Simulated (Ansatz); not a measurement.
H$_{5}$N$_{2}$O$_{2}$V, SMILES `[NH]=[V]([NH2])([OH])[OH]`. Total charge 0; spin multiplicity 1. Correlated methods include outer-core shells of V, which these sets cover unevenly. Scalar relativity is left out up to krypton.

```xyz
10

N     0.212    0.509   -1.420
V     0.135    0.176    0.151
N    -0.891   -1.334    0.237
O    -0.623    1.503    1.060
O     1.751   -0.122    0.831
H     0.301    0.776   -2.390
H    -1.100   -1.765    1.128
H    -1.306   -1.832   -0.532
H    -1.022    2.266    0.639
H     2.544   -0.177    0.296
```

(1) Give the diagnostics of a CCSD(T)/def2-TZVPP run (frozen core, Ansatz). (Estimate.)

## Answers

(1) The calculation gave: T1 = 0.0302, largest single amplitude 0.068, largest double 0.075, (T) share of the correlation energy 6.3 %, 16 CCSD cycles. The RHF solution is unstable towards an unrestricted one. T1 lies over the customary mark of 0.02 for closed shells; compounds of d metals often pass it without a breakdown.
